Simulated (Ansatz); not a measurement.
System: H$_{2}$SiOI, charge 0, doublet. H2SiOI (SMILES O[SiH]I, doublet).
B3LYP-D3(BJ)/def2-TZVP minimum from Ansatz (an electronic-structure program):
```
Si
O 1 1.6476
H 2 0.9621 1 118.52
H 1 1.4881 2 104.44 3 -168.40
I 1 2.4851 4 108.62 2 -119.20
```
Charge 0, spin multiplicity 2.

Atomisation energy term by term, kcal/mol (programs: Ansatz). Open shells are spin-unrestricted; no spin-orbit coupling. Cores are frozen in correlated methods (noble-gas shells, and filled d and f shells in the p block). Past Kr the def2 sets carry scalar-relativistic core potentials. CBS(X,Y): correlation extrapolated as X^-3, Hartree-Fock from the larger set. A bracket is a step between two methods taken in the basis named. For partners of very few electrons the exact lower level stands in for a higher one. Spin-orbit terms, left out, reach several kcal/mol for Br and I, and more for heavier atoms.

```tsv
term	basis	kcal/mol
Hartree-Fock	def2-QZVPP	248.94
CCSD correlation	CBS(def2-TZVPP,def2-QZVPP)	99.77
(T)	CBS(def2-TZVPP,def2-QZVPP)	7.85
CCSDT(Q) - CCSD(T)	def2-SVP	0.64
sum: De		357.2
```
